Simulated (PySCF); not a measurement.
Molfile (atoms numbered from 1):
```
CH8PSSi
     RDKit          3D

 12 11  0  0  0  0  0  0  0  0999 V2000
    2.5721    0.6035   -0.4104 C   0  0  0  0  0  0  0  0  0  0  0  0
    0.7736    0.9064   -0.5866 S   0  0  0  0  0  0  0  0  0  0  0  0
   -0.0477   -0.7967    0.3375 Si  0  0  0  0  0  4  0  0  0  0  0  0
   -2.2856   -0.2531    0.0543 P   0  0  0  0  0  0  0  0  0  0  0  0
    2.8775   -0.2978   -0.9568 H   0  0  0  0  0  0  0  0  0  0  0  0
    3.0449    1.4802   -0.8725 H   0  0  0  0  0  0  0  0  0  0  0  0
    2.8650    0.5546    0.6461 H   0  0  0  0  0  0  0  0  0  0  0  0
    0.0615   -0.9269    1.8147 H   0  0  0  0  0  0  0  0  0  0  0  0
    0.0509   -2.1054   -0.3614 H   0  0  0  0  0  0  0  0  0  0  0  0
   -2.6361   -0.0784   -1.3023 H   0  0  0  0  0  0  0  0  0  0  0  0
   -3.1945   -1.2116    0.5544 H   0  0  0  0  0  0  0  0  0  0  0  0
   -2.6368    0.9599    0.6859 H   0  0  0  0  0  0  0  0  0  0  0  0
  1  2  1  0
  2  3  1  0
  3  4  1  0
  1  5  1  0
  1  6  1  0
  1  7  1  0
  3  8  1  0
  3  9  1  0
  4 10  1  0
  4 11  1  0
  4 12  1  0
M  CHG  1   4   1
M  END
```

Geometry: PBE0-D3(BJ)/def2-SVP; GIAO absolute shieldings from PySCF 2.14.0 with density-fitted response routines, gas phase, non-relativistic, averaged over equivalent atoms.

At PBE0/pcSseg-1 (129 basis functions, 9.5 s wall time on 1 thread of an Arm Neoverse V1, shared host):
```json
{"atoms": "C1", "σ (ppm)": "168.8"}
{"atoms": "S2", "σ (ppm)": "708.1"}
{"atoms": "Si3", "σ (ppm)": "382.8"}
{"atoms": "P4", "σ (ppm)": "478.6"}
{"atoms": "H8/H9", "σ (ppm)": "25.64"}
{"atoms": "H10/H11/H12", "σ (ppm)": "26.05"}
{"atoms": "H5/H6/H7", "σ (ppm)": "28.57"}
```

Question: What do these become at WP04/pcSseg-2?

Answer: 
| atoms | σ at WP04/pcSseg-2 | change |
| --- | --- | --- |
| C1 | 152.7 | -16.1 |
| S2 | 623.0 | -85.1 |
| Si3 | 355.9 | -26.9 |
| P4 | 407.1 | -71.5 |
| H8/H9 | 26.46 | +0.82 |
| H10/H11/H12 | 26.64 | +0.59 |
| H5/H6/H7 | 28.94 | +0.37 |

The largest change is at S2 (sulfur bonded to C, Si). Cost: 277 basis functions, 30 s wall time on 1 thread of an Arm Neoverse V1, shared host.
